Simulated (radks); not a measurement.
The numbers below are computed, except where a source is named.
Species: Ho23+. Configuration: [Kr] 4d8 (the NIST ground configuration). Level of theory: Dirac Kohn-Sham, LB94 model potential, spin-unpolarised, spherical densities, finite nucleus; open shells fill j = l - 1/2 first; Fermi nuclear charge, rms radius 5.2022 fm (a radial shooting solver on a logarithmic mesh with Libxc functionals). Some entries of the table are withheld. Estimate them.

| orbital | occ. | eigenvalue (eV) | <1/r> (bohr^-1) | <r> (bohr) |
|---|---|---|---|---|
| 1s1/2 | 2 | -56336.76 | (1) | 0.02071 |
| 2s1/2 | 2 | (2) | 18.27 | 0.08740 |
| 2p1/2 | 2 | -9586.823 | 18.27 | 0.07273 |
| 2p3/2 | 4 | -8722.832 | 15.92 | 0.07991 |
| 3s1/2 | 2 | -2800.250 | 6.693 | 0.2284 |
| 3p1/2 | 2 | -2605.785 | 6.619 | 0.2180 |
| 3p3/2 | 4 | -2424.563 | 6.023 | 0.2312 |
| 3d3/2 | 4 | -2089.531 | 5.906 | 0.2040 |
| 3d5/2 | 6 | -2049.836 | 5.760 | 0.2081 |
| 4s1/2 | 2 | -1065.675 | 2.966 | 0.4925 |
| 4p1/2 | 2 | -986.6526 | (3) | (4) |
| 4p3/2 | 4 | -939.0993 | (5) | (6) |
| 4d3/2 | 4 | -807.4768 | 2.546 | (7) |
| 4d5/2 | 4 | -797.7820 | 2.498 | (8) |

Answer. 
(1) 1s1/2 <1/r> (bohr^-1): 76.11
(2) 2s1/2 eigenvalue (eV): -10027.49
(3) 4p1/2 <1/r> (bohr^-1): 2.888
(4) 4p1/2 <r> (bohr): 0.4952
(5) 4p3/2 <1/r> (bohr^-1): 2.686
(6) 4p3/2 <r> (bohr): 0.5193
(7) 4d3/2 <r> (bohr): 0.5219
(8) 4d5/2 <r> (bohr): 0.5290
